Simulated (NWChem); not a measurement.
System meant: GeH₂BrCl; SMILES [Cl][GeH2][Br]

Here is an NWChem input.

```
start job
memory heap 200 mb stack 900 mb global 1100 mb
geometry units angstroms noautoz
  Ge    -0.683584     0.530542     0.000000
  Cl     0.872576     2.017188     0.000000
  Br     0.276375    -1.557365     0.000000
  H     -1.487373     0.686036     1.293005
  H     -1.487373     0.686036    -1.293005
end
basis spherical
  * library def2-svp
end
dft
  odft
  mult 2
  xc b3lyp
  iterations 150
  mulliken
end
task dft energy
```

End of the output:

```
                                 NWChem DFT Module
                                 -----------------

 Summary of "ao basis" -> "ao basis" (spherical)
 ------------------------------------------------------------------------------
       Tag                 Description            Shells   Functions and Types
 ---------------- ------------------------------  ------  ---------------------
 Ge                         def2-svp                12       32   5s4p3d
 Cl                         def2-svp                 8       18   4s3p1d
 Br                         def2-svp                12       32   5s4p3d
 H                          def2-svp                 3        5   2s1p

 Summary of "ao basis" -> "ao basis" (spherical)
 ------------------------------------------------------------------------------
       Tag                 Description            Shells   Functions and Types
 ---------------- ------------------------------  ------  ---------------------
 Ge                         def2-svp                12       32   5s4p3d
 Cl                         def2-svp                 8       18   4s3p1d
 Br                         def2-svp                12       32   5s4p3d
 H                          def2-svp                 3        5   2s1p

      Symmetry analysis of basis
      --------------------------

        a'         62
        a"         30

  number of electrons :                   86
  multiplicity        :                    2
 ------------------------------------------------------------------------
  no. of electrons and multiplicity not compatible                  86
 ------------------------------------------------------------------------
 ------------------------------------------------------------------------
  current input line :
    20: task dft energy
 ------------------------------------------------------------------------
 ------------------------------------------------------------------------
 There is an error in the input file
 ------------------------------------------------------------------------
 For more information see the NWChem manual at https://nwchemgit.github.io

0: no. of electrons and multiplicity not compatible:Received an Error in Communication
```

Question: Find the fault in this run and fix the input.

Answer: The program refused the input. Cause: the multiplicity doesn't fit the number of electrons (an even count wants an odd multiplicity, and the reverse). This input runs:
```
start job
memory heap 200 mb stack 900 mb global 1100 mb
geometry units angstroms noautoz
  Ge    -0.683584     0.530542     0.000000
  Cl     0.872576     2.017188     0.000000
  Br     0.276375    -1.557365     0.000000
  H     -1.487373     0.686036     1.293005
  H     -1.487373     0.686036    -1.293005
end
basis spherical
  Ge library def2-svp
  Cl library def2-svp
  Br library def2-svp
  H library def2-svp
end
dft
  xc b3lyp
  iterations 150
  mulliken
end
task dft energy
```
It converges to -5112.00562 Ha (B3LYP/def2-SVP).
